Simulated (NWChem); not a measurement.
All runs are NWChem calculations. System: GeO, charge 0, spin multiplicity 1, displaced from the optimised geometry.

The NWChem input:

```
start mol
memory heap 100 mb stack 700 mb global 1900 mb
geometry units angstroms nocenter noautoz noautosym
  Ge     0.000000     0.000000     1.566179
  O      0.000000     0.000000    -1.318888
end
basis spherical
  * library def2-svp
end
scf
  rhf
  nopen 0
  maxiter 100
  thresh 1e-7
  semidirect memsize 60000000 filesize 0
end
tce
  freeze core 10
  cr-ccsd(t)
  2eorb
  2emet 13
  thresh 1e-6
  maxiter 100
  tilesize 24
end
task tce energy
```

The output up to the point where the run's verdict is printed (cleaned and shortened):

```
             Northwest Computational Chemistry Package (NWChem) 7.3.0
             --------------------------------------------------------

                                NWChem Input Module
                                -------------------

 Scaling coordinates for geometry "geometry" by  1.889725989
 (inverse scale =  0.529177249)

                             Geometry "geometry" -> ""
                             -------------------------

 Output coordinates in angstroms (scale by  1.889725989 to convert to a.u.)

  No.       Tag          Charge          X              Y              Z
 ---- ---------------- ---------- -------------- -------------- --------------
    1 Ge                  32.0000     0.00000000     0.00000000     1.56617900
    2 O                    8.0000     0.00000000     0.00000000    -1.31888800

 Effective nuclear repulsion energy (a.u.)      46.9553655925

            Nuclear Dipole moment (a.u.)
            ----------------------------
        X                 Y               Z
 ---------------- ---------------- ----------------
     0.0000000000     0.0000000000    74.7700776532


 Summary of "ao basis" -> "" (spherical)
 ------------------------------------------------------------------------------
       Tag                 Description            Shells   Functions and Types
 ---------------- ------------------------------  ------  ---------------------
 *                          def2-svp                  on all atoms

 Summary of "ao basis" -> "ao basis" (spherical)
 ------------------------------------------------------------------------------
       Tag                 Description            Shells   Functions and Types
 ---------------- ------------------------------  ------  ---------------------
 Ge                         def2-svp                12       32   5s4p3d
 O                          def2-svp                 6       14   3s2p1d

                                 NWChem SCF Module
                                 -----------------

  ao basis        = "ao basis"
  functions       =    46
  atoms           =     2
[...]
   43   0.0002932614407  -0.3509441646074     0.1     0.1
   44   0.0003163247253  -0.3509583548662     0.1     0.1
   45   0.0003379000325  -0.3509677464947     0.1     0.1
   46   0.0002501909510  -0.3508970729007     0.1     0.1
   47   0.0002392116860  -0.3509047716662     0.1     0.1
   48   0.0002152364356  -0.3509123941286     0.1     0.1
   49   0.0002200363695  -0.3509208726886     0.1     0.1
   50   0.0002237246318  -0.3509285536015     0.1     0.1
   51   0.0001794618561  -0.3509058053222     0.1     0.1
   52   0.0001799668806  -0.3509092284452     0.1     0.1
   53   0.0001741008774  -0.3509173067103     0.1     0.1
   54   0.0001887147663  -0.3509226233561     0.1     0.1
   55   0.0002008402242  -0.3509306932624     0.1     0.1
   56   0.0001485267974  -0.3508892883667     0.1     0.1
   57   0.0001510632422  -0.3508952462062     0.1     0.1
   58   0.0001328715362  -0.3508988298496     0.1     0.1
   59   0.0001389496363  -0.3509050950961     0.1     0.1
   60   0.0001413284232  -0.3509090338580     0.1     0.1
   61   0.0001070293794  -0.3508932262143     0.1     0.1
   62   0.0001105081277  -0.3508956794638     0.1     0.1
   63   0.0001046869892  -0.3508999448726     0.1     0.1
   64   0.0001142919179  -0.3509037210060     0.1     0.1
   65   0.0001215058729  -0.3509081203512     0.1     0.1
   66   0.0000847488283  -0.3508827044975     0.1     0.1
   67   0.0000861645302  -0.3508861435339     0.1     0.1
   68   0.0000739391620  -0.3508881497485     0.1     0.1
   69   0.0000782469706  -0.3508916977592     0.1     0.1
   70   0.0000793364117  -0.3508938690052     0.1     0.1
   71   0.0000627561385  -0.3508851009511     0.1     0.1
   72   0.0000644675593  -0.3508864317010     0.1     0.1
   73   0.0000615394417  -0.3508889199194     0.2     0.2
   74   0.0000665367755  -0.3508911044691     0.2     0.2
   75   0.0000706243119  -0.3508936973445     0.2     0.2
   76   0.0000491465589  -0.3508790711373     0.2     0.2
   77   0.0000514566576  -0.3508816957595     0.2     0.2
   78   0.0000437680374  -0.3508823200534     0.1     0.1
   79   0.0000465699157  -0.3508848749614     0.1     0.1
   80   0.0000471772674  -0.3508857549925     0.1     0.1
   81   0.0000369972624  -0.3508804085604     0.1     0.1
   82   0.0000386597759  -0.3508813008665     0.1     0.1
   83   0.0000365766861  -0.3508827195981     0.1     0.1
   84   0.0000393754509  -0.3508840756739     0.1     0.1
   85   0.0000417163406  -0.3508855562037     0.1     0.1
   86   0.0000308714102  -0.3508779737115     0.1     0.1
   87   0.0000317484493  -0.3508787602861     0.1     0.1
   88   0.0000280851454  -0.3508799513627     0.1     0.1
   89   0.0000296892711  -0.3508809561881     0.1     0.1
   90   0.0000306921453  -0.3508820896574     0.1     0.1
   91   0.0000222764852  -0.3508775513808     0.1     0.1
   92   0.0000227097665  -0.3508781546193     0.1     0.1
   93   0.0000208300112  -0.3508788725684     0.1     0.1
   94   0.0000225448220  -0.3508797222893     0.1     0.1
   95   0.0000236489032  -0.3508804992547     0.1     0.1
   96   0.0000185442111  -0.3508764972538     0.1     0.1
   97   0.0000190020987  -0.3508768904982     0.1     0.1
   98   0.0000170975897  -0.3508776927125     0.1     0.1
   99   0.0000180093172  -0.3508782262125     0.1     0.1
  100   0.0000186557120  -0.3508789799231     0.1     0.1
  0 ga offset                   0 size_xx_perproc                 260mx    1
 WRITE TENSOR
  filename: ./mol.t1amp.000000
  unit nr:       79
  file size:            260
  rec_mem (KB):     2048
  rec_size:         262144
  number of tasks:            1
  0 ga offset                   0 size_xx_perproc              118300mx    1
 WRITE TENSOR
  filename: ./mol.t2amp.000000
  unit nr:       80
  file size:         118300
  rec_mem (KB):     2048
  rec_size:         262144
  number of tasks:            1
 ------------------------------------------------------------------------
```

The run did not converge; its last values are not results. The next line reads: ccsd_energy_loc: maxiter exceeded 101. NWChem stopped with the message: ccsd_energy_loc: maxiter exceeded 101.
